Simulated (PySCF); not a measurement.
A calculated (PBE0, PySCF 2.14, aug-cc-pwCVTZ-DK, scalar relativity by spin-free X2C-1e) atom or ion has these occupied shells.

```json
{"shell": "1s β", "electrons": "1", "orbital energy (eV)": "-23110.8", "rms radius, mean of both spins (bohr)": "0.0375"}
{"shell": "1s α", "electrons": "1", "orbital energy (eV)": "-23110.8", "rms radius, mean of both spins (bohr)": "0.0375"}
{"shell": "2s α", "electrons": "1", "orbital energy (eV)": "-3394.9", "rms radius, mean of both spins (bohr)": "0.154"}
{"shell": "2s β", "electrons": "1", "orbital energy (eV)": "-3394.1", "rms radius, mean of both spins (bohr)": "0.154"}
{"shell": "2p α", "electrons": "3", "orbital energy (eV)": "-3045.0", "rms radius, mean of both spins (bohr)": "0.137"}
{"shell": "2p β", "electrons": "3", "orbital energy (eV)": "-3044.3", "rms radius, mean of both spins (bohr)": "0.137"}
{"shell": "3s α", "electrons": "1", "orbital energy (eV)": "-637.43", "rms radius, mean of both spins (bohr)": "0.417"}
{"shell": "3s β", "electrons": "1", "orbital energy (eV)": "-637.09", "rms radius, mean of both spins (bohr)": "0.417"}
{"shell": "3p α", "electrons": "3", "orbital energy (eV)": "-521.44", "rms radius, mean of both spins (bohr)": "0.420"}
{"shell": "3p β", "electrons": "3", "orbital energy (eV)": "-521.00", "rms radius, mean of both spins (bohr)": "0.420"}
{"shell": "3d α", "electrons": "5", "orbital energy (eV)": "-335.64", "rms radius, mean of both spins (bohr)": "0.404"}
{"shell": "3d β", "electrons": "5", "orbital energy (eV)": "-334.76", "rms radius, mean of both spins (bohr)": "0.404"}
{"shell": "4s α", "electrons": "1", "orbital energy (eV)": "-114.80", "rms radius, mean of both spins (bohr)": "1.04"}
{"shell": "4s β", "electrons": "1", "orbital energy (eV)": "-110.88", "rms radius, mean of both spins (bohr)": "1.04"}
{"shell": "4p α", "electrons": "3", "orbital energy (eV)": "-81.317", "rms radius, mean of both spins (bohr)": "1.14"}
{"shell": "4p β", "electrons": "3", "orbital energy (eV)": "-76.748", "rms radius, mean of both spins (bohr)": "1.14"}
{"shell": "4d α", "electrons": "5", "orbital energy (eV)": "-32.675", "rms radius, mean of both spins (bohr)": "1.50"}
{"shell": "4d β", "electrons": "1", "orbital energy (eV)": "-29.873", "rms radius, mean of both spins (bohr)": "1.50"}
{"shell": "5s β", "electrons": "1", "orbital energy (eV)": "-21.824", "rms radius, mean of both spins (bohr)": "2.81"}
```

Problem. Name the element and its charge.

Solution. Rh²⁺ (rhodium, charge +2), in [Kr] 4d6 5s1, 5s spin antiparallel (an excited configuration).
